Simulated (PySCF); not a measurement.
# Tc: ionisation energy

Tc [Kr] 4d5 5s2 (6S) → Tc⁺ [Kr] 4d5 5s1 (7S), as a difference of total energies. All numbers are calculated (PySCF 2.14, scalar relativity through the core potential, in def2-TZVP with the def2 core potential (28 electrons) (6s4p3d1f, 40 functions)). Correlated levels: valence: 4s2 4p6 frozen. The calculations carry no spin-orbit coupling.

```json
{"method": "UHF", "ionisation energy (eV)": "5.542", "error (eV)": "-1.577"}
{"method": "PBE", "ionisation energy (eV)": "6.908", "error (eV)": "-0.211"}
{"method": "M06-2X", "ionisation energy (eV)": "7.797", "error (eV)": "+0.678"}
{"method": "MP2 (valence)", "ionisation energy (eV)": "6.482", "error (eV)": "-0.637"}
{"method": "SCS-MP2 (valence)", "ionisation energy (eV)": "6.693", "error (eV)": "-0.426"}
```

Reference: 7.119 eV (measured; NIST Atomic Spectra Database, ionization energies).

Errors of the correlated levels include the incompleteness of this basis and the frozen core.

MP2 underrates the near-degeneracy of ns² with np² in the lower species.
